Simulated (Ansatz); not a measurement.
C7H17P (`CCP(CC)C(C)C`), 25 atoms. Total charge 0; spin multiplicity 1. Hardware: A = 4 threads of an AMD EPYC 7R13 on a shared host and a share of an NVIDIA H100 80 GB; B = 4 threads of an AMD EPYC 7R13 on a shared host. Correlated methods freeze the cores.

Problem. How many basis functions does each run have, and how long does it take in Ansatz? direct RPA on PBE orbitals/def2-TZVPP energy [A]; RHF-CCSD(T)/def2-SVP energy [A]; RHF-CCSD(T)/def2-TZVPP energy [A]; RKS PBE0-D4/def2-SVP energy [B]; RKS revPBE-D4/def2-TZVPP energy [A]; RKS PBE0-D4/def2-QZVPP energy [A]; RKS PBE0-D4/def2-TZVP relaxation (8 steps) [A]; RKS r2SCANh-D4/def2-TZVPP energy [A]; RHF-MP2/def2-QZVPP energy [A]; RKS ωB97M-V/def2-SVP energy [B]; RKS r2SCAN0-D4/def2-TZVPP energy [A]; RKS ωB97M-V/def2-QZVPP energy [A]. (An estimate is asked.)

Solution. Ansatz gave: Other jobs shared the machine, so times are rough.

```json
{"level": "RKS r2SCAN0-D4/def2-TZVPP", "job": "energy [A]", "functions": "497", "wall time": "2.9 s", "peak host memory (GiB)": "1.1"}
{"level": "RKS r2SCANh-D4/def2-TZVPP", "job": "energy [A]", "functions": "497", "wall time": "3 s", "peak host memory (GiB)": "1.1"}
{"level": "RHF-CCSD(T)/def2-SVP", "job": "energy [A]", "functions": "201", "wall time": "3.3 s", "peak host memory (GiB)": "0.84"}
{"level": "direct RPA on PBE orbitals/def2-TZVPP", "job": "energy [A]", "functions": "497", "wall time": "3.5 s", "peak host memory (GiB)": "2.7"}
{"level": "RKS PBE0-D4/def2-SVP", "job": "energy [B]", "functions": "201", "wall time": "4.1 s", "peak host memory (GiB)": "0.86"}
{"level": "RKS PBE0-D4/def2-QZVPP", "job": "energy [A]", "functions": "979", "wall time": "6.5 s", "peak host memory (GiB)": "1.6"}
{"level": "RKS ωB97M-V/def2-QZVPP", "job": "energy [A]", "functions": "979", "wall time": "7.5 s", "peak host memory (GiB)": "1.7"}
{"level": "RHF-MP2/def2-QZVPP", "job": "energy [A]", "functions": "979", "wall time": "7.5 s", "peak host memory (GiB)": "1.7"}
{"level": "RKS ωB97M-V/def2-SVP", "job": "energy [B]", "functions": "201", "wall time": "11 s", "peak host memory (GiB)": "1.1"}
{"level": "RKS revPBE-D4/def2-TZVPP", "job": "energy [A]", "functions": "497", "wall time": "12 s", "peak host memory (GiB)": "1.1"}
{"level": "RKS PBE0-D4/def2-TZVP", "job": "relaxation (8 steps) [A]", "functions": "356", "wall time": "15 s", "peak host memory (GiB)": "1"}
{"level": "RHF-CCSD(T)/def2-TZVPP", "job": "energy [A]", "functions": "497", "wall time": "51 s", "peak host memory (GiB)": "1.1"}
```
